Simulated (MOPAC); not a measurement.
MOPAC input (PM6):

```
PM6 1SCF UHF MS=0.5 GEO-OK AUX(PRECISION=9) THREADS=1
C3H7Si

C    -2.33446800 1    0.34990600 1   -0.00166700 1
C    -1.18159500 1   -0.02138000 1    0.48704500 1
C    -0.01183700 1   -0.83079200 1    0.16920100 1
Si    1.50699900 1    0.24375000 1   -0.20413000 1
H    -2.70524900 1   -0.04599900 1   -0.95088900 1
H    -2.98254500 1    1.05569000 1    0.50702000 1
H     0.24061300 1   -1.50140300 1    0.99663800 1
H    -0.20722600 1   -1.46683600 1   -0.70916900 1
H     1.23430300 1    1.09742400 1   -1.38185400 1
H     1.82390800 1    1.09799700 1    0.96206100 1
H     2.66560400 1   -0.63577100 1   -0.49345800 1
```

From the output:

```
                                                       MOPAC v23.2.5 Linux

          FINAL HEAT OF FORMATION =         45.34433 KCAL/MOL =     189.72066 KJ/MOL

          COSMO AREA              =        129.00 SQUARE ANGSTROMS
          COSMO VOLUME            =        118.77 CUBIC ANGSTROMS

          IONIZATION POTENTIAL    =          9.009164 EV
          ALPHA SOMO LUMO (EV)    =         -9.009  0.300
          BETA  SOMO LUMO (EV)    =         -9.715  0.277
          NO. OF ALPHA ELECTRONS  =         12
          NO. OF BETA  ELECTRONS  =         11
          MOLECULAR WEIGHT        =         71.1738         POINT GROUP:  C1

          MOLECULAR DIMENSIONS (Angstroms)

            Atom       Atom       Distance
            H    11    H     6     5.98027
            H     7    H     9     3.61067
            H    10    H     5     3.49763

          SCF CALCULATIONS        =          1

   ATOM   CHEMICAL          X               Y               Z
  NUMBER   SYMBOL      (ANGSTROMS)     (ANGSTROMS)     (ANGSTROMS)

     1       C         -2.33446800  *   0.34990600  *  -0.00166700  *
     2       C         -1.18159500  *  -0.02138000  *   0.48704500  *
     3       C         -0.01183700  *  -0.83079200  *   0.16920100  *
     4      Si          1.50699900  *   0.24375000  *  -0.20413000  *
     5       H         -2.70524900  *  -0.04599900  *  -0.95088900  *
     6       H         -2.98254500  *   1.05569000  *   0.50702000  *
     7       H          0.24061300  *  -1.50140300  *   0.99663800  *
     8       H         -0.20722600  *  -1.46683600  *  -0.70916900  *
     9       H          1.23430300  *   1.09742400  *  -1.38185400  *
    10       H          1.82390800  *   1.09799700  *   0.96206100  *
    11       H          2.66560400  *  -0.63577100  *  -0.49345800  *

                             CARTESIAN COORDINATES

   1    C       -2.334468000     0.349906000    -0.001667000
   2    C       -1.181595000    -0.021380000     0.487045000
   3    C       -0.011837000    -0.830792000     0.169201000
   4   Si        1.506999000     0.243750000    -0.204130000
   5    H       -2.705249000    -0.045999000    -0.950889000
   6    H       -2.982545000     1.055690000     0.507020000
   7    H        0.240613000    -1.501403000     0.996638000
   8    H       -0.207226000    -1.466836000    -0.709169000
   9    H        1.234303000     1.097424000    -1.381854000
  10    H        1.823908000     1.097997000     0.962061000
  11    H        2.665604000    -0.635771000    -0.493458000

           Empirical Formula: C3 H7 Si  =    11 atoms

      MOLECULAR POINT GROUP   :   C1

          ALPHA EIGENVALUES
 -27.19335 -24.55385 -18.71649 -17.75483 -15.42485 -14.63444 -13.74701 -12.10085
 -11.53020 -11.43953  -9.66144  -9.00916   0.29975   0.97063   1.00754   1.41954
   1.71330   1.77431   2.64510   4.18582   4.42418   4.56580   4.61535   5.37354
   5.95492   6.31170   6.33947   6.90858

           BETA EIGENVALUES
 -26.97794 -24.43972 -18.57527 -17.47388 -14.99586 -14.36252 -13.59956 -11.92472
 -11.51242 -11.42570  -9.71457   0.27691   0.91722   0.97850   1.17662   1.53389
   1.71979   1.99638   2.74274   4.23022   4.52178   4.61441   4.77739   5.47390
   6.11703   6.38590   6.46301   7.09179

              NET ATOMIC CHARGES AND DIPOLE CONTRIBUTIONS

  ATOM NO.   TYPE          CHARGE      No. of ELECS.   s-Pop       p-Pop       d-Pop
    1          C          -0.488559        4.4886     1.11202     3.37654
    2          C           0.109409        3.8906     1.18269     2.70790
    3          C          -0.648808        4.6488     1.07804     3.57077
    4         Si           0.273140        3.7269     1.20726     1.94389     0.57571
    5          H           0.177711        0.8223     0.82229
    6          H           0.180526        0.8195     0.81947
    7          H           0.205286        0.7947     0.79471
    8          H           0.204113        0.7959     0.79589
    9          H          -0.004027        1.0040     1.00403
   10          H          -0.002547        1.0025     1.00255
   11          H          -0.006243        1.0062     1.00624
 DIPOLE           X         Y         Z       TOTAL
 POINT-CHG.     1.884     0.019    -0.590     1.974
 HYBRID        -1.052    -0.934    -0.025     1.407
 SUM            0.832    -0.916    -0.615     1.382

          ATOMIC ORBITAL ELECTRON POPULATIONS

     Atom    s        px        py        pz      x^2-y^2     xz        z^2       yz        xy
    1  C   1.11202   1.08410   1.16093   1.13150
    2  C   1.18269   0.89543   0.87280   0.93967
    3  C   1.07804   1.19856   1.19334   1.17886
    4 Si   1.20726   0.57421   0.65237   0.71731   0.05398   0.05076   0.09990   0.20452   0.16655
    5  H   0.82229
    6  H   0.81947
    7  H   0.79471
    8  H   0.79589
    9  H   1.00403
   10  H   1.00255
   11  H   1.00624

                    (SZ)    =    0.500000
                    (S**2)  =    0.795429

          ATOMIC ORBITAL SPIN POPULATIONS

    Atom   Total    s     px     py     pz   x^2-y^2  xz     z^2    yz     xy
         Atomic
    1  C -0.2426 -0.010 -0.056 -0.125 -0.052
    2  C  1.1124  0.116  0.082  0.272  0.642
    3  C -0.0049  0.002 -0.015  0.008  0.001
    4 Si  0.0047  0.001  0.000  0.001  0.000 -0.000 -0.000 -0.000  0.000  0.002
    5  H  0.0635  0.064
    6  H  0.0253  0.025
    7  H  0.0090  0.009
    8  H  0.0318  0.032
    9  H -0.0001 -0.000
   10  H -0.0002 -0.000
   11  H  0.0011  0.001

 **********************
 *                    *
 * JOB ENDED NORMALLY *
 *                    *
 **********************

 == MOPAC DONE ==
```

The geometry given is a B3LYP-D3(BJ)/def2-TZVP minimum.
